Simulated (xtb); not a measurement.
F4Zr, triplet, from a rough starting geometry (GFN-xTB shapes and energies of metal compounds can be far from the true ones) (the multiplicity is a formal guess); GFN2-xTB (xtb).

Input for xtb:
```
$ xtb mol.xyz --gfn 2 --uhf 2 --opt vtight --json

# file mol.xyz
5

Zr     0.04213320    -0.07613487    -0.03301814
F      1.18535647     0.84289496    -1.15884347
F      0.92435961    -1.17672797     1.07286602
F     -1.22302743    -0.94945782    -1.00150171
F     -0.96114721     1.27242363     1.05880100
```

Problem. What does xtb print? Leave out banner, timings and long lists.

Solution. 
```
   ID    Z sym.   atoms
    1   40 Zr     1
    2    9 F      2-5

           -------------------------------------------------
          |                Calculation Setup                |
           -------------------------------------------------

           -------------------------------------------------
          |                 G F N 2 - x T B                 |
           -------------------------------------------------

          ...................................................
          :                      SETUP                      :
          :.................................................:
          :  # basis functions                  26          :
          :  # atomic orbitals                  25          :
          :  # shells                           11          :
          :  # electrons                        32          :
          :  max. iterations                   250          :
          :  Hamiltonian                  GFN2-xTB          :
          :  restarted?                      false          :
          :  GBSA solvation                  false          :
          :  PC potential                    false          :
          :  electronic temp.          300.0000000     K    :
          :  accuracy                    1.0000000          :
          :  -> integral cutoff          0.2500000E+02      :
          :  -> integral neglect         0.1000000E-07      :
          :  -> SCF convergence          0.1000000E-05 Eh   :
          :  -> wf. convergence          0.1000000E-03 e    :
          :  Broyden damping             0.4000000          :
          :  net charge                          0          :
          :  unpaired electrons                  2          :
          ...................................................

 iter      E             dE          RMSdq      gap      omega  full diag
   1    -20.5976761 -0.205977E+02  0.715E+00    0.03       0.0  T
   2    -20.7094576 -0.111781E+00  0.440E+00    0.03       1.0  T
   3    -20.6423477  0.671098E-01  0.467E+00    0.03       1.0  T
   4    -20.6856349 -0.432871E-01  0.346E+00    0.03       1.0  T
   5    -20.6789133  0.672157E-02  0.338E+00    0.03       1.0  T
   6    -20.6522150  0.266983E-01  0.364E+00    0.03       1.0  T
   7    -20.7057742 -0.535592E-01  0.257E+00    0.04       1.0  T
   8    -20.7007718  0.500241E-02  0.262E+00    0.04       1.0  T
   9    -20.7058704 -0.509860E-02  0.249E+00    0.04       1.0  T
  10    -20.6907666  0.151038E-01  0.285E+00    0.03       1.0  T
  11    -20.6902741  0.492514E-03  0.286E+00    0.03       1.0  T
  12    -20.6634608  0.268133E-01  0.330E+00    0.04       1.0  T
  13    -20.6657473 -0.228646E-02  0.326E+00    0.04       1.0  T
  14    -20.6351066  0.306407E-01  0.397E+00    0.04       1.0  T
  15    -20.6424749 -0.736838E-02  0.378E+00    0.04       1.0  T
  16    -20.6502630 -0.778809E-02  0.360E+00    0.04       1.0  T
  17    -20.6729115 -0.226484E-01  0.317E+00    0.04       1.0  T
  18    -20.7257344 -0.528229E-01  0.203E+00    0.04       1.0  T
  19    -20.7504129 -0.246785E-01  0.104E+00    0.04       1.0  T
  20    -20.7291078  0.213051E-01  0.187E+00    0.04       1.0  T
  21    -20.7238701  0.523771E-02  0.203E+00    0.04       1.0  T
  22    -20.7203733  0.349672E-02  0.213E+00    0.04       1.0  T
  23    -20.7091025  0.112708E-01  0.247E+00    0.04       1.0  T
  24    -20.7085329  0.569561E-03  0.246E+00    0.04       1.0  T
  25    -20.7069159  0.161706E-02  0.250E+00    0.04       1.0  T
  26    -20.7045073  0.240862E-02  0.254E+00    0.04       1.0  T
  27    -20.7019459  0.256136E-02  0.261E+00    0.04       1.0  T
  28    -20.6965777  0.536817E-02  0.273E+00    0.04       1.0  T
  29    -20.6960241  0.553674E-03  0.275E+00    0.04       1.0  T
  30    -20.6950761  0.947929E-03  0.276E+00    0.04       1.0  T
  31    -20.6923366  0.273953E-02  0.283E+00    0.04       1.0  T
  32    -20.6908773  0.145930E-02  0.287E+00    0.04       1.0  T
[...]
 * total energy  :   -20.7282729 Eh     change       -0.1394500E-03 Eh
 * total energy  :   -20.7284477 Eh     change       -0.1747790E-03 Eh
 * total energy  :   -20.7288184 Eh     change       -0.3707472E-03 Eh
 * total energy  :   -20.7291759 Eh     change       -0.3574697E-03 Eh
 * total energy  :   -20.7293897 Eh     change       -0.2137679E-03 Eh
 * total energy  :   -20.7295078 Eh     change       -0.1181481E-03 Eh
 * total energy  :   -20.7295401 Eh     change       -0.3222831E-04 Eh
 * total energy  :   -20.7295457 Eh     change       -0.5691035E-05 Eh
 * total energy  :   -20.7295578 Eh     change       -0.1204594E-04 Eh
 * total energy  :   -20.7295594 Eh     change       -0.1655096E-05 Eh
 * total energy  :   -20.7295599 Eh     change       -0.4528260E-06 Eh
 * total energy  :   -20.7295600 Eh     change       -0.7543543E-07 Eh
   *** GEOMETRY OPTIMIZATION CONVERGED AFTER 19 ITERATIONS ***
         :: total energy             -20.729559977343 Eh    ::
[...]
      -------------------------------------------------------------
         1        2.0000           -0.9155066             -24.9122
       ...           ...                  ...                  ...
         5        2.0000           -0.5785816             -15.7440
         6        2.0000           -0.5593647             -15.2211
         7        2.0000           -0.5506059             -14.9828
         8        2.0000           -0.5506048             -14.9827
         9        1.9894           -0.5454523             -14.8425
        10        1.9892           -0.5454369             -14.8421
        11        1.9892           -0.5454368             -14.8421
        12        1.9720           -0.5445179             -14.8171
        13        1.9353           -0.5436839             -14.7944
        14        1.7686           -0.5422870             -14.7564
        15        1.7685           -0.5422866             -14.7564
        16        1.5880           -0.5414848             -14.7346
        17        0.9999           -0.3165959              -8.6150 (HOMO)
        18        0.0001           -0.2997077              -8.1555 (LUMO)
        19                         -0.2855081              -7.7691
        20                         -0.2855016              -7.7689
        21                         -0.2333919              -6.3509
        22                          0.1290937               3.5128
        23                          0.1467984               3.9946
        24                          0.4552276              12.3874
        25                          0.4553006              12.3894
      -------------------------------------------------------------
                  HL-Gap            0.0168882 Eh            0.4596 eV
             Fermi-level           -0.4246493 Eh          -11.5553 eV

     #   Z          covCN         q      C6AA      α(0)
     1  40 Zr       2.562     1.031   167.611    30.589
     2   9 F        0.640    -0.258    11.878     4.067
     3   9 F        0.640    -0.258    11.878     4.067
     4   9 F        0.640    -0.258    11.878     4.067
     5   9 F        0.640    -0.258    11.878     4.067

 Mol. C6AA /au·bohr⁶  :        648.483564
 Mol. C8AA /au·bohr⁸  :      46534.724527
 Mol. α(0) /au        :         46.857184

Wiberg/Mayer (AO) data.
largest (>0.10) Wiberg bond orders for each atom

 ---------------------------------------------------------------------------
     #   Z sym  total        # sym  WBO       # sym  WBO       # sym  WBO
 ---------------------------------------------------------------------------
     1  40 Zr   3.101 --     3 F    0.775     5 F    0.775     2 F    0.775
                             4 F    0.775
     2   9 F    0.918 --     1 Zr   0.775
     3   9 F    0.918 --     1 Zr   0.775
     4   9 F    0.918 --     1 Zr   0.775
     5   9 F    0.918 --     1 Zr   0.775
 ---------------------------------------------------------------------------

Topologies differ in total number of bonds
Writing topology from bond orders to xtbtopo.mol

molecular dipole:
                 x           y           z       tot (Debye)
 q only:       -0.000       0.000       0.000
   full:       -0.000       0.000       0.000       0.002
molecular quadrupole (traceless):
                xx          xy          yy          xz          yz          zz
 q only:       -1.655       0.724       3.402      -0.032      -0.229      -1.747
  q+dip:       -1.852       0.810       3.806      -0.035      -0.256      -1.955
   full:       -2.110       0.923       4.339      -0.040      -0.292      -2.229

optimized geometry written to: xtbopt.xyz

           -------------------------------------------------
          | TOTAL ENERGY              -20.729559977343 Eh   |
          | GRADIENT NORM               0.000036649831 Eh/α |
          | HOMO-LUMO GAP               0.459551776138 eV   |
           -------------------------------------------------

normal termination of xtb
```
